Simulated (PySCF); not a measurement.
**SMILES B1N(C=C)BNB(C(C)=O)N1, C₄H₁₀B₃N₃O**

Molfile (atoms numbered from 1):
```
C4H10B3N3O
     RDKit          3D

 21 21  0  0  0  0  0  0  0  0999 V2000
    4.2521   -0.2382   -0.3646 C   0  0  0  0  0  0  0  0  0  0  0  0
    3.1850    0.2834   -0.9752 C   0  0  0  0  0  0  0  0  0  0  0  0
    1.8356    0.2351   -0.5673 N   0  0  0  0  0  0  0  0  0  0  0  0
    0.8758    0.9638   -1.3526 B   0  0  0  0  0  0  0  0  0  0  0  0
   -0.4971    0.9527   -0.9675 N   0  0  0  0  0  0  0  0  0  0  0  0
   -0.9485    0.2327    0.1731 B   0  0  0  0  0  0  0  0  0  0  0  0
   -2.4768    0.1613    0.6810 C   0  0  0  0  0  0  0  0  0  0  0  0
   -3.5748    0.8725   -0.0680 C   0  0  0  0  0  0  0  0  0  0  0  0
   -2.7158   -0.4851    1.6847 O   0  0  0  0  0  0  0  0  0  0  0  0
    0.0184   -0.4834    0.9220 N   0  0  0  0  0  0  0  0  0  0  0  0
    1.3975   -0.5140    0.5908 B   0  0  0  0  0  0  0  0  0  0  0  0
    4.1945   -0.7904    0.5741 H   0  0  0  0  0  0  0  0  0  0  0  0
    5.2343   -0.1125   -0.8216 H   0  0  0  0  0  0  0  0  0  0  0  0
    3.3231    0.8319   -1.9119 H   0  0  0  0  0  0  0  0  0  0  0  0
    1.2360    1.5775   -2.3286 H   0  0  0  0  0  0  0  0  0  0  0  0
   -1.1529    1.4731   -1.5357 H   0  0  0  0  0  0  0  0  0  0  0  0
   -3.3582    1.9524   -0.1262 H   0  0  0  0  0  0  0  0  0  0  0  0
   -3.6260    0.5020   -1.1056 H   0  0  0  0  0  0  0  0  0  0  0  0
   -4.5424    0.7167    0.4269 H   0  0  0  0  0  0  0  0  0  0  0  0
   -0.3329   -0.9906    1.7288 H   0  0  0  0  0  0  0  0  0  0  0  0
    2.1700   -1.1536    1.2559 H   0  0  0  0  0  0  0  0  0  0  0  0
  1  2  2  0
  2  3  1  0
  3  4  1  0
  4  5  1  0
  5  6  1  0
  6  7  1  0
  7  8  1  0
  7  9  2  0
  6 10  1  0
 10 11  1  0
 11  3  1  0
  1 12  1  0
  1 13  1  0
  2 14  1  0
  4 15  1  0
  5 16  1  0
  8 17  1  0
  8 18  1  0
  8 19  1  0
 10 20  1  0
 11 21  1  0
M  END
```

Theory: TDDFT CAM-B3LYP/def2-SVPD excited states, vertical, gas phase in PySCF 2.14.0. Geometry: PBE0-D3(BJ)/def2-SVP.

Q: Give the one- and two-photon strengths of the lowest singlets.

A: δ for parallel linear polarisation; σ at the peak of a Lorentzian of half width 0.1 eV, single beam; Ω is circular over linear.
| state | E (eV) | f | photon λ (nm) | δ (au) | σ (GM) | Ω | main |
| --- | --- | --- | --- | --- | --- | --- | --- |
| S1 | 3.42 | 0.000 | 726 | 0.42 | 0.00 | 1.50 | HOMO−1→LUMO 0.91 |
| S2 | 5.24 | 0.291 | 473 | 1330 | 13.37 | 0.65 | HOMO→LUMO 0.83, HOMO→LUMO+2 0.11 |
| S3 | 5.73 | 0.003 | 432 | 585 | 7.05 | 0.57 | HOMO→LUMO+2 0.66, HOMO−2→LUMO 0.18 |
| S4 | 6.22 | 0.025 | 399 | 357 | 5.07 | 0.81 | HOMO−2→LUMO 0.71, HOMO→LUMO+2 0.21 |
| S5 | 6.45 | 0.012 | 384 | 20.2 | 0.31 | 1.49 | HOMO→LUMO+1 0.64, HOMO→LUMO+5 0.26 |
| S6 | 6.55 | 0.008 | 379 | 41.5 | 0.65 | 0.21 | HOMO−1→LUMO+1 0.83 |

Among these, the strongest one-photon state is S2, the strongest two-photon state S2, with a dipole change of 10.2 D (relaxed, norm of the difference vector).
